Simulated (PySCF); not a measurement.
Molecule: i-PeOMe, C₆H₁₄O.

Molfile (atoms numbered from 1):
```
C6H14O
     RDKit          3D

 21 20  0  0  0  0  0  0  0  0999 V2000
    2.7880   -0.5186    0.0622 C   0  0  0  0  0  0  0  0  0  0  0  0
    1.4786   -0.4407   -0.3984 O   0  0  0  0  0  0  0  0  0  0  0  0
    0.8318   -1.6790   -0.4598 C   0  0  0  0  0  0  0  0  0  0  0  0
   -0.5851   -1.4793   -0.9525 C   0  0  0  0  0  0  0  0  0  0  0  0
   -1.4260   -0.5065   -0.1231 C   0  0  0  0  0  0  0  0  0  0  0  0
   -1.5771   -0.9549    1.3257 C   0  0  0  0  0  0  0  0  0  0  0  0
   -2.7867   -0.2947   -0.7752 C   0  0  0  0  0  0  0  0  0  0  0  0
    3.4339   -1.1154   -0.6137 H   0  0  0  0  0  0  0  0  0  0  0  0
    2.8481   -0.9735    1.0718 H   0  0  0  0  0  0  0  0  0  0  0  0
    3.1925    0.5024    0.1165 H   0  0  0  0  0  0  0  0  0  0  0  0
    0.8372   -2.1632    0.5401 H   0  0  0  0  0  0  0  0  0  0  0  0
    1.3737   -2.3685   -1.1414 H   0  0  0  0  0  0  0  0  0  0  0  0
   -1.0814   -2.4665   -0.9865 H   0  0  0  0  0  0  0  0  0  0  0  0
   -0.5416   -1.1145   -1.9930 H   0  0  0  0  0  0  0  0  0  0  0  0
   -0.8874    0.4573   -0.1237 H   0  0  0  0  0  0  0  0  0  0  0  0
   -2.0704   -1.9403    1.3872 H   0  0  0  0  0  0  0  0  0  0  0  0
   -0.6056   -1.0307    1.8371 H   0  0  0  0  0  0  0  0  0  0  0  0
   -2.1911   -0.2411    1.8970 H   0  0  0  0  0  0  0  0  0  0  0  0
   -3.3657   -1.2339   -0.7965 H   0  0  0  0  0  0  0  0  0  0  0  0
   -2.6859    0.0567   -1.8142 H   0  0  0  0  0  0  0  0  0  0  0  0
   -3.3837    0.4499   -0.2256 H   0  0  0  0  0  0  0  0  0  0  0  0
  1  2  1  0
  2  3  1  0
  3  4  1  0
  4  5  1  0
  5  6  1  0
  5  7  1  0
  1  8  1  0
  1  9  1  0
  1 10  1  0
  3 11  1  0
  3 12  1  0
  4 13  1  0
  4 14  1  0
  5 15  1  0
  6 16  1  0
  6 17  1  0
  6 18  1  0
  7 19  1  0
  7 20  1  0
  7 21  1  0
M  END
```

Geometry PBE0-D3(BJ)/def2-SVP throughout; GIAO in PySCF, gas phase, one conformer, non-relativistic; equivalent atoms averaged; basis pcSseg-1.

Question: How do the absolute shieldings σ depend on the functional? (a selection of nuclei; ppm; last column core-seconds on shared hosts with different chips, so compare them loosely; the GGAs took longer than the global hybrids here, which isn't the general rule, and the cause wasn't traced)

Answer: 
```tsv
functional	kind	C3	C1	C5	O2	H8/H9/H10	H11/H12	H15	H13/H14	H16/H17/H18/H19/H20/H21	core-s
LDA	LDA	104.4	117.8	154.9	307.1	27.34	27.44	28.86	29.54	30.00	22
BLYP	GGA	100.2	112.9	147.1	291.9	27.93	28.05	29.47	30.09	30.49	29
BP86	GGA	105.8	117.8	153.2	300.1	27.85	27.95	29.38	30.01	30.41	29
B97-D	GGA	106.8	118.4	152.2	297.5	28.01	28.11	29.51	30.14	30.52	44
PBE0	global hybrid	114.0	125.0	160.2	314.0	27.98	28.12	29.49	30.10	30.43	28
mPW1PW91	global hybrid	113.3	124.1	159.4	313.4	28.04	28.18	29.55	30.16	30.48	19
BHandHLYP	global hybrid	115.4	126.0	160.3	321.3	28.22	28.42	29.76	30.34	30.59	18
wB97X-D	range-separated hybrid	114.5	124.9	160.8	318.2	28.10	28.26	29.67	30.24	30.53	36
LC-wPBE	range-separated hybrid	120.0	129.8	167.1	329.7	28.07	28.27	29.66	30.21	30.49	46
```

Question: Which nucleus among those listed moves most, in ppm?

Answer: O2 (ether oxygen): from 291.9 ppm with BLYP to 329.7 ppm with LC-wPBE. The smallest spread is 0.59 ppm, at H16/H17/H18/H19/H20/H21. Proton shifts span only some 12 ppm, so a few tenths of a ppm matter as much there as several ppm in carbon.
